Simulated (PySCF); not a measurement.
Peak assignment

Molfile (atoms numbered from 1):
```
C4H8F2Si
     RDKit          3D

 15 14  0  0  0  0  0  0  0  0999 V2000
    1.9456    0.1599   -0.8514 C   0  0  0  0  0  0  0  0  0  0  0  0
    0.7056   -0.6137   -0.5811 C   0  0  0  0  0  0  0  0  0  0  0  0
    0.7750   -1.8677   -1.1226 F   0  0  0  0  0  0  0  0  0  0  0  0
   -0.3832   -0.2519    0.0840 C   0  0  0  0  0  0  0  0  0  0  0  0
   -0.6026    1.4400    0.9022 Si  0  0  0  0  0  4  0  0  0  0  0  0
   -1.5264   -1.2141    0.2178 C   0  0  0  0  0  0  0  0  0  0  0  0
   -2.7285   -0.5446    0.2109 F   0  0  0  0  0  0  0  0  0  0  0  0
    2.8015   -0.3510   -0.4095 H   0  0  0  0  0  0  0  0  0  0  0  0
    1.8712    1.1633   -0.4483 H   0  0  0  0  0  0  0  0  0  0  0  0
    2.1115    0.2122   -1.9277 H   0  0  0  0  0  0  0  0  0  0  0  0
   -1.7430    1.3750    1.8082 H   0  0  0  0  0  0  0  0  0  0  0  0
    0.6111    1.7424    1.6701 H   0  0  0  0  0  0  0  0  0  0  0  0
   -0.8017    2.4438   -0.1447 H   0  0  0  0  0  0  0  0  0  0  0  0
   -1.4776   -1.7496    1.1744 H   0  0  0  0  0  0  0  0  0  0  0  0
   -1.5631   -1.9360   -0.6044 H   0  0  0  0  0  0  0  0  0  0  0  0
  1  2  1  0
  2  3  1  0
  2  4  2  0
  4  5  1  0
  4  6  1  0
  6  7  1  0
  1  8  1  0
  1  9  1  0
  1 10  1  0
  5 11  1  0
  5 12  1  0
  5 13  1  0
  6 14  1  0
  6 15  1  0
M  END
```

[PySCF: geometry from GFN2-xTB; shieldings: GIAO PBE0/pcSseg-1; no solvent; fast rotation and ring inversion assumed for equivalent nuclei; one computed conformer; relativity neglected]

Chemical shifts δ = σref − σ; $^{13}$C (186.93 ppm), $^{1}$H (31.72 ppm) against TMS, all at this level.

(1) Assign these signals to the numbered atoms. $^{13}$C{$^{1}$H} NMR (computed): δ 170.6, 110.2, 82.7, 21.1.

(2) Assign these signals to the numbered atoms. $^{1}$H NMR (300 MHz, computed): δ 5.52 (m, 2H), 4.26 (s, 3H), 2.10 (m, 3H).

Results:

(1) 
170.6 → C2, fully substituted alkene carbon
110.2 → C4, fully substituted alkene carbon: the olefinic region
82.7 → C6, allylic sp3 CH2 bonded to F: the inductive effect lowers its shielding
21.1 → C1, allylic methyl carbon: saturated and bonded to C and H only

(2) 
5.52 → H14/H15, hydrogen on an allylic sp3 CH2 bonded to F: its carbon carries F, hence the downfield position
4.26 → H11/H12/H13, hydrogen on a silicon bonded to C
2.10 → H8/H9/H10, hydrogen on an allylic methyl carbon: allylic position

Splittings by $^{19}$F in the carbon and heteronuclear signals aren't shown, as no couplings were computed. Shifts are as computed. Against solution values, carbons near 30 ppm lie about +3 ppm off and those near 130 ppm about +5 ppm. Of 1309 compounds with measured shifts, 239 miss one by over three times the rms of a fit or turn the order of signals round; such compounds aren't used in these exercises. Multiplicities follow the n + 1 count of equivalent neighbours, as no J values were calculated; m marks all less simple cases, F and P coupling included.
